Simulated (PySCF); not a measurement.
Isomers of C11H9F, one GFN2-xTB conformer each. Single-point energies are computed at PBE0/pcSseg-1 (PySCF, gas phase, no added dispersion term), electronic only.

Task: Rank them by PBE0/pcSseg-1 energy, lowest first (kJ/mol).
A. `C=C1C(C)=Cc2ccc(F)cc21`
B. `c1ccc(c2[C@@H]3C=C[C@@H](C3)c21)F`
C. `Fc1ccc2c(c1)[C@@H]1C=C[C@H]2C1`

Result: A (0.0), B (42.3), C (43.3).

Neighbours under 10 kJ/mol apart (Fc1cccc2c1[C@@H]1C=C[C@H]2C1 and Fc1ccc2c(c1)[C@@H]1C=C[C@H]2C1) can change places with a better method, another conformer or zero-point energy. GFN2-xTB itself gives, in the same order: 12.5, 2.6, 0.0. GFN2-xTB puts Fc1ccc2c(c1)[C@@H]1C=C[C@H]2C1 lowest instead; measured from each level's own lowest isomer, the values differ by up to 43.3 kJ/mol (Fc1ccc2c(c1)[C@@H]1C=C[C@H]2C1: 0.0 against 43.3).

Task: Which frontier levels, dipoles and rotational constants go with these structures?

Result: 
```csv
SMILES,"HOMO (eV, PBE0/pcSseg-1)",LUMO (eV),dipole (D),"A, B, C (MHz)"
C=C1C(C)=Cc2ccc(F)cc21,-6.18,-1.93,2.39,"2228, 636.6, 496.6"
Fc1cccc2c1[C@@H]1C=C[C@H]2C1,-6.67,-0.65,1.72,"1677, 964.1, 713.9"
Fc1ccc2c(c1)[C@@H]1C=C[C@H]2C1,-6.48,-0.55,2.23,"2339, 715.2, 628.8"
```
